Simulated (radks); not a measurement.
Task: Radial electron density D(r) = 4 pi r^2 rho(r) of an atom or ion with 36 electrons. Calculated with a radial shooting solver on a logarithmic mesh with Libxc functionals: Dirac Kohn-Sham, BLYP, spin-unpolarised, spherical densities, finite nucleus; Fermi nuclear charge, rms radius of each element as measured or else 0.836 A^(1/3) + 0.57 fm.

r (bohr),D(r) (e/bohr)
0.003556,15.61
0.00463,22.67
0.006029,31.81
0.007851,42.72
0.01022,54.22
0.01331,64.10
0.0172,69.49
0.02239,69.00
0.02916,64.08
0.03796,61.09
0.04943,67.13
0.06437,80.91
0.08382,88.58
0.1091,78.29
0.1421,61.94
0.1851,62.89
0.241,72.39
0.3138,58.99
0.4086,30.99
0.532,19.53
0.6927,17.12
0.902,8.659
1.175,2.326
1.529,0.5339
1.991,0.07622
2.593,0.002985

What is the nuclear charge?

Result: Z = 53. The innermost maximum, from 1s, lies near gamma/Z bohr with gamma = sqrt(1 - (Z/c)^2) = 0.922, here 0.0174 bohr (found: 0.0192), and its height grows with Z. The density is that of the iodine ion I17+ in [Ar] 3d9.5 4s2 4p6 5s0.5; the configuration itself is not fixed sharply by these data, and Z only to a few units. D(r) has 3 maxima, at r = 0.0192, 0.0831, 0.245 bohr, and minima at 0.0374, 0.160 bohr, inside which lie 2.03, 11.09 electrons.
